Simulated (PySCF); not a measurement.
C₆ coefficients of unlike pairs at revPBE

Calculated with PySCF 2.14 from the dipole response of each species, C₆(A,B) = (3/π) ∫ α_A(iu) α_B(iu) du, in atomic units, from isotropic polarisabilities. For ions this is the dispersion term alone; charge-induced terms of lower order in 1/R come first.

| species | configuration | basis | relativity | α (bohr³) | C₆ (like pair) |
| --- | --- | --- | --- | --- | --- |
| Si(3+) | [Ne] 3s1 (2S) | dyall-acv3z (19s12p6d4f) | none | 7.319 | 13.92 |
| Ne | [Ne] (1S) | dyall-acv3z (15s9p4d2f) | spin-free X2C | 2.576 | 6.216 |
| Ge(3+) | [Ar] 3d10 4s1 (2S) | aug-cc-pVQZ-PP with one added diffuse shell each of s, p, d, f, g type with ECP10MDF (8s7p6d4f3g) | core potential | 6.024 | 13.55 |

(1) Estimate C₆ for Ne with Si(3+).

No spin-orbit coupling is included.

The other pairs:

```
          pair     C₆
    Ge(3+), Ne  8.506
Ge(3+), Si(3+)  13.48
```

## Answers

(1) The integral gives 7.827. The combination rule 2 C_A C_B / (C_A α_B/α_A + C_B α_A/α_B) gives 7.669 and the geometric mean 9.301.
